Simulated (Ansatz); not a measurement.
hydrogen telluride (SMILES [TeH2]) moved off its minimum; all values from Ansatz (a quantum-chemistry and plane-wave program), cores frozen in correlated methods. Elements past Kr take the def2 small-core potentials, without spin–orbit coupling.
(charge 0, multiplicity 1)
```xyz
3

Te    -0.1130     0.1453    -0.0365
H     -1.1131    -1.1669     0.0779
H      1.2893    -1.1827    -0.0403
```

Forces at B3LYP/def2-TZVPP (eV/Å):

```json
[
 {"atom": "Te1", "Fx": "1.968", "Fy": "-1.895", "Fz": "-0.004"},
 {"atom": "H2", "Fx": "-0.264", "Fy": "0.020", "Fz": "0.012"},
 {"atom": "H3", "Fx": "-1.704", "Fy": "1.875", "Fz": "-0.008"}
]
```

### Question
Give the forces (eV/Å), the total energy and the dipole at CCSD(T)/def2-TZVPPD.

### Answer

| atom | Fx | Fy | Fz |
|---|---|---|---|
| Te1 | 1.947 | -1.872 | -0.004 |
| H2 | -0.248 | 0.018 | 0.011 |
| H3 | -1.700 | 1.854 | -0.008 |
Energy -268.3158 hartree, dipole 0.20 D.
